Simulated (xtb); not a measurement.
thiooxirane (C2H4S), singlet, geometry from GFN2-xTB, atoms displaced at random by about 0.02 Å a coordinate; GFN1-xTB (xtb 6.7.1).

Here is a job for xtb.
```
$ xtb mol.xyz --gfn 1 --opt sloppy --json

# file mol.xyz
7

C      0.01125773    -0.72203970    -0.79899525
S      0.00095302    -0.01919523     0.83904270
C      0.01877956     0.74750988    -0.79188181
H     -0.85773801    -1.27140398    -1.08430216
H      0.94504552    -1.22380397    -1.07767221
H      0.89980951     1.25919792    -1.04566235
H     -0.92096095     1.23234582    -1.04882695
```

The log (banner, timings and long lists left out):

```
   ID    Z sym.   atoms
    1    6 C      1, 3
    2   16 S      2
    3    1 H      4-7

           -------------------------------------------------
          |                Calculation Setup                |
           -------------------------------------------------

           -------------------------------------------------
          |                 G F N 1 - x T B                 |
           -------------------------------------------------

          ...................................................
          :                      SETUP                      :
          :.................................................:
          :  # basis functions                  26          :
          :  # atomic orbitals                  25          :
          :  # shells                           15          :
          :  # electrons                        18          :
          :  # halogen bonds                     0          :
          :  max. iterations                   250          :
          :  Hamiltonian                  GFN1-xTB          :
          :  restarted?                      false          :
          :  GBSA solvation                  false          :
          :  PC potential                    false          :
          :  electronic temp.          300.0000000     K    :
          :  accuracy                    1.0000000          :
          :  -> integral cutoff          0.2500000E+02      :
          :  -> integral neglect         0.1000000E-07      :
          :  -> SCF convergence          0.1000000E-05 Eh   :
          :  -> wf. convergence          0.2000000E-04 e    :
          :  Broyden damping             0.4000000          :
          :  net charge                          0          :
          :  unpaired electrons                  0          :
          ...................................................

 iter      E             dE          RMSdq      gap      omega  full diag
   1    -10.1399435 -0.101399E+02  0.739E+00    4.94       0.0  T
   2    -10.1522547 -0.123112E-01  0.459E+00    4.62       1.0  T
   3    -10.1517194  0.535282E-03  0.591E-01    4.81       1.0  T
   4    -10.1533497 -0.163033E-02  0.215E-01    4.66       1.0  T
   5    -10.1534739 -0.124130E-03  0.215E-02    4.69       1.8  T
   6    -10.1534763 -0.242824E-05  0.207E-03    4.68      18.3  T
   7    -10.1534763 -0.200320E-07  0.239E-04    4.69     157.9  T
   8    -10.1534763 -0.237348E-09  0.412E-05    4.69     918.3  T
   9    -10.1534763 -0.224354E-11  0.535E-06    4.69    7063.4  T

   *** convergence criteria satisfied after 9 iterations ***

         :::::::::::::::::::::::::::::::::::::::::::::::::::::
         ::                     SUMMARY                     ::
         :::::::::::::::::::::::::::::::::::::::::::::::::::::
         :: total energy             -10.044148781073 Eh    ::
         :: gradient norm              0.047428057706 Eh/a0 ::
         :: HOMO-LUMO gap              4.685119797762 eV    ::
         ::.................................................::
         :: SCC energy               -10.153476312848 Eh    ::
         :: -> electrostatic           0.004631199531 Eh    ::
         :: repulsion energy           0.111040395288 Eh    ::
         :: dispersion energy         -0.001712863514 Eh    ::
         :: halogen bond corr.         0.000000000000 Eh    ::
         :: add. restraining           0.000000000000 Eh    ::
         :: total charge              -0.000000000000 e     ::
         :::::::::::::::::::::::::::::::::::::::::::::::::::::

      -----------------------------------------------------------
     |                   =====================                   |
     |                        A N C O P T                        |
     |                   =====================                   |
     |               Approximate Normal Coordinate               |
     |                Rational Function Optimizer                |
[...]
 * total energy  :   -10.0441488 Eh     change       -0.1669775E-12 Eh
 * total energy  :   -10.0456521 Eh     change       -0.1503364E-02 Eh
 * total energy  :   -10.0458385 Eh     change       -0.1863557E-03 Eh
 * total energy  :   -10.0458557 Eh     change       -0.1717353E-04 Eh
   *** GEOMETRY OPTIMIZATION CONVERGED AFTER 4 ITERATIONS ***
         :: total energy             -10.045855673991 Eh    ::
[...]
         :::::::::::::::::::::::::::::::::::::::::::::::::::::

           -------------------------------------------------
          |                Property Printout                |
           -------------------------------------------------

    * Orbital Energies and Occupations

         #    Occupation            Energy/Eh            Energy/eV
      -------------------------------------------------------------
         1        2.0000           -0.8539622             -23.2375
         2        2.0000           -0.6517211             -17.7342
         3        2.0000           -0.6161688             -16.7668
         4        2.0000           -0.5706733             -15.5288
         5        2.0000           -0.5401797             -14.6990
         6        2.0000           -0.5028739             -13.6839
         7        2.0000           -0.4753699             -12.9355
         8        2.0000           -0.4606424             -12.5347
         9        2.0000           -0.3904584             -10.6249 (HOMO)
        10                         -0.2194649              -5.9719 (LUMO)
        11                         -0.1568918              -4.2692
        12                         -0.1178604              -3.2071
        13                         -0.0870511              -2.3688
        14                         -0.0848925              -2.3100
        15                         -0.0590551              -1.6070
        16                         -0.0205634              -0.5596
        17                         -0.0147047              -0.4001
        18                         -0.0132137              -0.3596
        19                          0.0442107               1.2030
        20                          0.1969849               5.3602
       ...                                ...                  ...
        25                          0.4061221              11.0511
      -------------------------------------------------------------
                  HL-Gap            0.1709935 Eh            4.6530 eV
             Fermi-level           -0.3049616 Eh           -8.2984 eV

  Mulliken/CM5 charges         n(s)   n(p)   n(d)
     1C     0.01122 -0.07992   1.019  2.970  0.000
     2S    -0.14277 -0.18184   1.938  4.217 -0.012
     3C     0.01078 -0.08042   1.019  2.970  0.000
     4H     0.03013  0.08541   0.970  0.000  0.000
     5H     0.03010  0.08551   0.970  0.000  0.000
     6H     0.03028  0.08556   0.970  0.000  0.000
     7H     0.03027  0.08569   0.970  0.000  0.000

Wiberg/Mayer (AO) data.
largest (>0.10) Wiberg bond orders for each atom

 ---------------------------------------------------------------------------
     #   Z sym  total        # sym  WBO       # sym  WBO       # sym  WBO
 ---------------------------------------------------------------------------
     1   6 C    3.959 --     3 C    1.040     5 H    0.986     4 H    0.985
                             2 S    0.947
     2  16 S    1.952 --     1 C    0.947     3 C    0.946
     3   6 C    3.959 --     1 C    1.040     7 H    0.986     6 H    0.986
                             2 S    0.946
     4   1 H    1.014 --     1 C    0.985
     5   1 H    1.014 --     1 C    0.986
     6   1 H    1.014 --     3 C    0.986
     7   1 H    1.014 --     3 C    0.986
 ---------------------------------------------------------------------------

Topologies differ in total number of bonds
Writing topology from bond orders to xtbtopo.mol

 dipole moment from electron density (au)
     X       Y       Z
   0.0030   0.0067  -0.5906  total (Debye):    1.501

optimized geometry written to: xtbopt.xyz

           -------------------------------------------------
          | TOTAL ENERGY              -10.045855673991 Eh   |
          | GRADIENT NORM               0.001258207053 Eh/α |
          | HOMO-LUMO GAP               4.652971235489 eV   |
           -------------------------------------------------

normal termination of xtb
```
